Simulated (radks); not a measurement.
Results of a calculation; reference values are marked as such.
The platinum anion Pt- inside a hard spherical wall (all orbitals vanish at R), configuration held at [Xe] 4f14 5d9 6s2 and not refilled when levels cross. Code: a radial shooting solver on a logarithmic mesh with Libxc functionals. Model: scalar-relativistic Kohn-Sham, LDA (Slater exchange, VWN5 correlation), spin-unpolarised, spherical densities, finite nucleus; Fermi nuclear charge, rms radius 5.427 fm. Eigenvalues in eV, with the zero of energy where the potential of the charges vanishes at infinity; a dash marks a level that is unbound or too diffuse for the functional's potential to be trusted. A positive occupied level is held by the wall or, in an anion where self-interaction has pushed it up, behind a barrier. The pressure on the wall is -dE/dV.

R (bohr)  E (hartree)  kinetic (hartree)    e(4f)    e(5p)   e(6s)   e(5d)  e(7s, empty)  e(6p, empty)  pressure (GPa)
20        -18399.5499          20504.485  -63.790  -49.479   0.221   0.430         2.390         2.502        < 0.0001
12        -18399.5494          20504.489  -63.730  -49.418   0.274   0.490         4.303         3.633         0.00533
10        -18399.5479          20504.500  -63.607  -49.294   0.383   0.610         5.745         4.160          0.0367
7         -18399.5246          20504.635  -62.687  -48.378   1.219   1.469        11.912         6.150            1.11
6         -18399.4836          20504.843  -61.648  -47.364   2.194   2.399        17.331         7.908            4.35
5         -18399.3571          20505.428  -59.371  -45.194   4.427   4.369        27.946        11.488            20.4
4         -18398.8982          20507.357  -53.862  -40.154  10.359   9.017        51.952        20.184             125
3         -18396.7631          20515.533  -38.825  -27.328  30.445  22.018        118.96        47.551            1180
2.5       -18392.8797          20529.868  -21.454  -13.193  59.991  38.200        201.98        85.321            4710
